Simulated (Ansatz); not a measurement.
| atom | x (Å) | y (Å) | z (Å) |
| --- | --- | --- | --- |
| C | 0.0432 | -0.0472 | -0.6826 |
| O | 0.0315 | -0.0475 | 0.6784 |
| H | -0.0464 | 0.8526 | 0.9970 |
| H | 0.0444 | -1.0439 | -1.1296 |
| H | -0.4060 | 0.7948 | -1.2116 |

Basis set: def2-TZVP (spherical functions). Left uncorrelated: 2 orbitals. Charge 0, multiplicity 2.

Computed with Ansatz (development build ahead of 0.2.0); each method stands on the lowest determinant of its kind that the runs found.

The atomization energy at this shape (free ground-state atoms in the same class of orbitals less the molecule, no zero-point energy) of doublet CH3O:

```csv
method,atomization energy
UHF,287.57 kcal/mol
```

What does UHF-MP2 give?

397.38 kcal/mol.
